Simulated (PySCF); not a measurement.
From computed data to an observable: dipole moment from atomic charges

Mg(NH2)(SMe) (CH5MgNS), SMILES C[S][Mg][NH2]. Atoms are numbered in the order given.

```xyz
9

Mg    -0.4363     0.3552     0.8377
N     -1.5763     1.4212     1.9002
H     -1.3510     2.3212     2.3168
H     -2.5265     1.1964     2.1849
S      0.9488    -0.9351    -0.4604
C      0.5725    -0.3432    -2.1543
H     -0.4775    -0.5187    -2.4309
H      1.2044    -0.9120    -2.8509
H      0.8057     0.7241    -2.2821
```

The structure is a stationary point at ωB97X-D3(BJ)/def2-SVP. The values are those of a single conformer.

Charges (e) from ωB97X/def2-TZVPD in PySCF:

```
atom     IAO  ESP fit
----  ------  -------
Mg1    1.540    1.178
N2    -1.286   -1.539
H3     0.244    0.442
H4     0.244    0.439
S5    -0.699   -0.609
C6    -0.486   -0.275
H7     0.142    0.087
H8     0.160    0.190
H9     0.142    0.087
```

The dipole moment of the full density is 1.80 D.

Problem. What dipole moment does each set of point charges give, and which comes closer to that of the density?

Solution. 
μ = Σ q r, and 1 e Å = 4.8032 D.
IAO: Σ q r = (-0.293, 0.281, 0.188) e Å, |μ| = 2.15 D.
ESP fit: Σ q r = (-0.272, 0.291, -0.033) e Å, |μ| = 1.92 D.
ESP fit comes closer in size. Point charges leave out the atoms' own dipoles (lone pairs, polarised bonds); fits to the potential absorb them, partitions of the density don't.
